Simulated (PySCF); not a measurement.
Ge(H)2(F)(Et) (C2H7FGe), SMILES [CH2](C)[GeH2][F].

The structure is a stationary point at B3LYP-D3(BJ)/def2-SVP. The values are those of a single conformer.

Level of theory: PBE/def2-TZVP (PySCF).

Gas-phase values at a fixed geometry.

The total energy is -2256.84946 hartree and the highest occupied level is -7.18 eV. The lowest empty level is -0.58 eV and the orbital gap comes out as 6.60 eV. The dipole moment is 2.35 D. The quadrupole, principal values (traceless, Buckingham form, about the centre of nuclear charge) comes out as -3.59, 1.17, 2.42 D·Å. The mean static polarisability comes out as 56.2 bohr³ (8.33 Å³) and the polarisability, principal values comes out as 49.2, 53.4, 66.0 bohr³.
